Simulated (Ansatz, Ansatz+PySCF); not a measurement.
| atom | x (Å) | y (Å) | z (Å) |
| --- | --- | --- | --- |
| C | 0.0000 | -0.4221 | -1.9088 |
| C | 0.0000 | 0.4150 | -0.6391 |
| C | 0.0000 | -0.4150 | 0.6391 |
| C | 0.0000 | 0.4221 | 1.9088 |
| H | 0.0000 | 0.2073 | -2.8119 |
| H | 0.8875 | -1.0738 | -1.9587 |
| H | -0.8875 | -1.0738 | -1.9587 |
| H | -0.8798 | 1.0835 | -0.6354 |
| H | 0.8798 | 1.0835 | -0.6354 |
| H | 0.8798 | -1.0835 | 0.6354 |
| H | -0.8798 | -1.0835 | 0.6354 |
| H | 0.0000 | -0.2073 | 2.8119 |
| H | 0.8875 | 1.0738 | 1.9587 |
| H | -0.8875 | 1.0738 | 1.9587 |

Basis set: def2-SVP (spherical functions). Left uncorrelated: 4 orbitals. Charge 0, multiplicity 1.

Computed with Ansatz (development build ahead of 0.2.0); each method stands on the lowest determinant of its kind that the runs found. Restricted open shells among the atoms or ions are ROHF, correlated in semicanonical orbitals with singles. Restricted functionals stand beside restricted open-shell atoms, which can lie above the unrestricted atoms usual in DFT and then raise those values.

(1) Give the atomization energy at this shape (free ground-state atoms in the same class of orbitals less the molecule, no zero-point energy) of singlet C4H10 by ωB97X (restricted), ωB97X (unrestricted), r²SCAN (restricted), r²SCAN (unrestricted), PBE0 (restricted), PBE0 (unrestricted), PBE (restricted), PBE (unrestricted), RHF-MP2, UHF-MP2, RHF, UHF.

## Answers

(1)

| method | atomization energy |
| --- | --- |
| ωB97X (restricted) | 1314.77 kcal/mol |
| ωB97X (unrestricted) | 1308.11 kcal/mol |
| r²SCAN (restricted) | 1316.15 kcal/mol |
| r²SCAN (unrestricted) | 1309.05 kcal/mol |
| PBE0 (restricted) | 1317.93 kcal/mol |
| PBE0 (unrestricted) | 1313.86 kcal/mol |
| PBE (restricted) | 1325.43 kcal/mol |
| PBE (unrestricted) | 1322.31 kcal/mol |
| RHF-MP2 | 1257.85 kcal/mol |
| UHF-MP2 | 1257.12 kcal/mol |
| RHF | 1023.63 kcal/mol |
| UHF | 1013.43 kcal/mol |
